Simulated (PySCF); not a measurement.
**Working out the excitation energy of Si**

Si [Ne] 3s2 3p2 (3P) → Si [Ne] 3s2 3p1 3d1 (high-spin determinant). Computed with PySCF 2.14 in dyall-av2z, with the non-relativistic Hamiltonian (point nucleus). Frozen: [Ne]; the 15 highest virtual orbitals dropped. Energies in hartree (1 hartree = 27.21139 eV):

```tsv
part	Si (lower)	Si (upper)
UHF	-288.850727	-288.572625
MP2 opposite-spin	-0.039285	-0.040814
MP2 same-spin	-0.008518	-0.005502
```

Q: What does Hartree-Fock give?

A: (-288.572625) − (-288.850727) = 0.278102 hartree = 7.568 eV.

Q: What do MP2 and SCS-MP2 (6/5 opposite-spin, 1/3 same-spin) give?

A: The opposite-spin parts differ by -0.042 eV and the same-spin parts by 0.082 eV. MP2: 7.568 + (-0.042) + (0.082) = 7.608 eV. SCS-MP2: 7.568 + 1.2 × (-0.042) + (0.082)/3 = 7.545 eV.

One determinant mixes LS terms, so it does not stand for a single term.

A double-zeta basis recovers only part of the correlation energy.
